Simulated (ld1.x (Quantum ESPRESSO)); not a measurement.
**carbon (C): one change to a TM potential, before and after**

ld1.x (Quantum ESPRESSO) 7.5 input, shortened:

```
&input
   title='C', zed=6., rel=1, dft='PBE', iswitch=3,
   config='[He] 2s1 2p3 3d-2'
 /
 &inputp
   pseudotype=2, tm=.true., lloc=1,
   nlcc=.false.
 /
3
2S  1  0   1.00   0.00  1.30  1.30  0.0
3D  3  2  -2.00   0.10  1.90  1.90  0.0
2P  2  1   3.00   0.00  2.05  2.05  0.0
 &test
   configts(1)='2s1 2p3'
 /
```

All-electron outer shells of the reference configuration (PBE, scalar-relativistic, ld1.x):

| shell | level (eV) | outermost node (bohr) | outermost maximum (bohr) |
| --- | --- | --- | --- |
| 1s | -274.35 | – | 0.17 |
| 2s | -14.20 | 0.38 | 1.22 |
| 2p | -5.71 | – | 1.20 |

Change: non-relativistic.

Cutoffs: the cutoffs (Ry, on a coarse ladder) from which the occupation-weighted sum of valence levels, in a spherical-Bessel basis at the reference potential, stays within 10 and 1 mRy of its value at 400 Ry; they do not see the model core or the augmentation charge, which bear on the density cutoff. Errors are all-electron minus pseudo energies relative to the spin-unpolarised reference configuration.

**Question.** What does the change do?

**Answer.** The potential gets neither clearly harder nor softer (30 Ry and 70 Ry → 30 Ry and 70 Ry); the errors of the 7 common tests hardly move; neither file shows a bound ghost.

| quantity | base | changed |
| --- | --- | --- |
| cutoff, loose | 30 Ry | 30 Ry |
| cutoff, tight | 70 Ry | 70 Ry |
| bound ghosts | none | none |
| error for 2s2 2p2, meV [ΔE -8.48 → -8.46 eV] | +2.7 | +2.6 |
| error for 2s2 2p1, meV [ΔE 2.38 → 2.40 eV] | +81 | +81 |
| error for 2s2 2p0, meV [ΔE 26.54 → 26.56 eV] | +468 | +468 |
| error for 2s2 2p1.5, meV [ΔE -4.51 → -4.50 eV] | +26 | +26 |
| error for 2s1 2p0, meV [ΔE 74.73 eV] | +923 | +923 |
| error for 2s0 2p4, meV [ΔE 8.50 → 8.48 eV] | -3.2 | -3.0 |
| error for 2s2 2p2.3, meV [ΔE -9.64 → -9.62 eV] | -5.0 | -5.2 |
| s: phases at 2.26 bohr within 0.05 rad from the reference energy up to (Ry; the scan ends near 5) | 2.0 | 2.0 |
| p: phases at 2.26 bohr within 0.05 rad from the reference energy up to (Ry; the scan ends near 5) | 1.6 | 1.6 |
| d: phases at 2.26 bohr within 0.05 rad from the reference energy up to (Ry; the scan ends near 5) | 5.0 | 5.0 |
